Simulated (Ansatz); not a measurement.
# A ladder of methods for SiHCl3 (trichlorosilane)

SiHCl3: 5 atoms, total charge 0, spin state singlet. SMILES: `Cl[SiH](Cl)Cl`. The coordinates come from a PBE0-D4/def2-TZVP relaxation.

```xyz
5

Cl    1.6909   -0.5714    0.8919
Si   -0.0813   -0.0127    0.0754
Cl    0.0177    1.9337   -0.4913
Cl   -0.4760   -1.1705   -1.5442
H    -1.1513   -0.1791    1.0681
```

Each level gives the energy change with the Si2–Cl4 bond stretched from 2.030 to 5.074 Å (eV). The values are calculated.

| level | kind | program | value (eV) | less FCI/STO-3G | CPU time (all runs) |
| --- | --- | --- | --- | --- | --- |
| SVWN5/STO-3G (restricted) | LDA | Ansatz | 5.40 | +1.41 | 4.1 s |
| BLYP/STO-3G (restricted) | GGA | Ansatz | 4.71 | +0.72 | 8.1 s |
| B3LYP/STO-3G (restricted) | global hybrid | Ansatz | 5.53 | +1.54 | 7.3 s |
| CAM-B3LYP/STO-3G (restricted) | range-separated hybrid | Ansatz | 6.54 | +2.55 | 6.4 s |
| wB97X/STO-3G (restricted) | range-separated hybrid | Ansatz | 7.10 | +3.11 | 44 s |
| B2PLYP/STO-3G (restricted) | double hybrid | Ansatz | 4.81 | +0.82 | 8.4 s |
| CCSD(T)/STO-3G (restricted) | coupled cluster or CI | Ansatz | 3.61 | -0.38 | 1.3 s |
| CCSDT/STO-3G (restricted) | coupled cluster or CI | Ansatz | 4.02 | +0.03 | 2.6 s |
| FCI/STO-3G | exact in the basis | Ansatz | 3.99 | 0.00 | 67 s |

FCI/STO-3G is exact within its basis and frozen core, so for wave-function methods in that basis the difference is their error; functionals converge differently with the basis, so for them it is only a difference. The first shape isn't each level's own minimum. The values span 3.61 to 7.10 eV. All rows use very small basis sets, so none should be taken for the real molecule's value. Times are those of the runs behind each value, whatever else they computed, on shared processors of several kinds: orders of magnitude only.
